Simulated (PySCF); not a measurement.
Compound: C₄H₁₀FNSi.
Numbering: `[CH2:1]=[N:2][Si@@H:3]([CH2:4][CH3:5])[CH2:6][F:7]` (hydrogens: H8, H9 on C1; H10 on Si3; H11, H12 on C4; H13, H14, H15 on C5; H16, H17 on C6)

Structure used (GFN2-xTB), in Å, numbered top down from 1:
```
atom  x, y, z in Å
C1    -2.7693   -0.9471   -0.9257
N2    -1.8234   -0.1905   -0.6267
Si3   -0.3783   -0.3350    0.2987
C4     1.0296   -0.0031   -0.9377
C5     2.4060   -0.0285   -0.2812
C6    -0.5545    1.1395    1.5168
F7     0.5637    1.2357    2.3226
H8    -3.5605   -0.5777   -1.5735
H9    -2.8766   -1.9788   -0.5811
H10   -0.1293   -1.5563    1.0798
H11    0.8740    0.9701   -1.4062
H12    1.0017   -0.7397   -1.7420
H13    2.4614    0.7010    0.5222
H14    2.6144   -1.0095    0.1394
H15    3.1841    0.2027   -1.0069
H16   -0.6430    2.0977    1.0002
H17   -1.4069    1.0315    2.1912
```

Computed at PBE0/pcSseg-1 (PySCF, non-relativistic), with Q(14N) = 0.02044 b: N2, 14N (I = 1): χzz = -5.008 MHz, η = 0.795.

(1) Where would the pure quadrupole (NQR) lines of 14N at N2 fall for the rigid, isolated species?

Results:

(1) From ν± = (3/4)|χ|(1 ± η/3) and ν0 = |χ|η/2: ν+ 4.752 MHz, ν− 2.761 MHz, ν0 1.991 MHz (C=N nitrogen).

In a crystal, neighbours and librations shift these lines. GFN2-xTB bond lengths can be off by several hundredths of an ångström, more for odd bonds, and the gradients follow them. These gradients aren't converged with respect to the basis.

One conformer stands for the species.
